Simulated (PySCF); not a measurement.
All values below come from CAM-B3LYP-D3(BJ)/def2-TZVP run with PySCF 2.14.0. Isolated molecules, 0 K electronic values unless said otherwise. One relaxed conformer stands for a flexible species; it need not be the lowest. Delta-SCF ions had no search for a lower state. 

Reference species (SMILES): `B/C=C/CC#N` (neutral, multiplicity 1).

```yaml
LUMO: -1.29 eV
vertical ionisation energy (Delta-SCF): 10.92 eV
```

Changed species: `B/C(=C\C)C#N`.

Question: Give the shifts of the LUMO and vertical ionisation energy (Delta-SCF).

Answer: the LUMO drops by 0.36 eV, to -1.65 eV; the vertical ionisation energy (Delta-SCF) falls by 0.59 eV, to 10.33 eV.
